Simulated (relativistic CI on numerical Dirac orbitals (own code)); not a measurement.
# Spin-allowed bands of a d7 ion in an octahedral site, by hand

Problem. Take Δ = 7650 cm⁻¹ and B = 850 cm⁻¹ for a high-spin d7 ion in an octahedral site. Calculate the three spin-allowed bands.

Working.
1. The terms of highest spin are 4F (energy 0) and 4P (15B = 12750 cm⁻¹). Here the F term splits into A2 at +1.2Δ = 9180, T2 at +0.2Δ = 1530 and T1 at −0.6Δ = -4590 cm⁻¹.
2. The two T1 states mix through the element 0.4Δ: H = [[-4590, 3060], [3060, 12750]], with roots ½(H₁₁ + H₂₂) ∓ ½√[(H₂₂ − H₁₁)² + 4H₁₂²] = ½(8160) ∓ ½(18388) = -5114 and 13274 cm⁻¹.
3. The ground term is 4T1 at -5114 cm⁻¹.
4. Bands: 4T2 6644 cm⁻¹ (1505 nm), 4A2 14294 cm⁻¹ (700 nm), 4T1(P) 18388 cm⁻¹ (544 nm).

Check. Exact diagonalisation of the whole d7 shell with these parameters gives 4T2 6644, 4A2 14294, 4T1 18388 cm⁻¹. The match is exact, since without spin-orbit coupling no other term has this spin. The ratio of the second band to the first, 2.151, depends on Δ/B = 9.0 alone, which is how a Tanabe-Sugano diagram is read.
